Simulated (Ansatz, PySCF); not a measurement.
The PySCF input:
```python
from pyscf import gto, scf, cc

mol = gto.Mole()
mol.atom = '''
    C    -1.479113    0.202018   -0.179596
    O    -0.338355   -0.626486   -0.470291
    C     0.819845   -0.377070   -0.069593
    O     1.227902    0.589801    0.632413
    H    -1.351677    1.203258   -0.596999
    H    -2.325446   -0.282884   -0.665498
    H    -1.663049    0.250718    0.895923
    H     1.590605   -1.098335   -0.369034
    H     0.588805    1.271032    0.933770
'''
mol.basis = 'sto-3g'
mol.charge = 1
mol.spin = 0
mol.verbose = 4
mol.build()

mf = scf.RHF(mol)
mf.kernel()

mycc = cc.CCSD(mf, frozen=4)
mycc.kernel()
et = mycc.ccsd_t()
print('E(CCSD(T)) = %.10f' % (mycc.e_tot + et))
```

Q: Give the equivalent Ansatz (an electronic-structure program) input.

A: Several could match; the one computed here: 
Ansatz 0.2 input:
```yaml
crystal:
  periodic: [false, false, false]
  atoms:
    - {symbol: C, position_ang: [-1.47911306, 0.20201824, -0.17959624]}
    - {symbol: O, position_ang: [-0.33835513, -0.62648637, -0.47029081]}
    - {symbol: C, position_ang: [0.81984470, -0.37706961, -0.06959347]}
    - {symbol: O, position_ang: [1.22790171, 0.58980123, 0.63241273]}
    - {symbol: H, position_ang: [-1.35167712, 1.20325766, -0.59699882]}
    - {symbol: H, position_ang: [-2.32544637, -0.28288392, -0.66549758]}
    - {symbol: H, position_ang: [-1.66304854, 0.25071784, 0.89592283]}
    - {symbol: H, position_ang: [1.59060464, -1.09833454, -0.36903380]}
    - {symbol: H, position_ang: [0.58880493, 1.27103228, 0.93377029]}
basis:
  gaussian:
    orbitals: STO-3G
total_charge: 1
magnetization: {spin_polarized: false}
correlation: {method: ccsd_t, electrons: outside_noble_gas}
accuracy: high
```

Both were run: PySCF gave -225.430804 Eh and Ansatz -225.430804 Eh, 0.000 mEh apart.
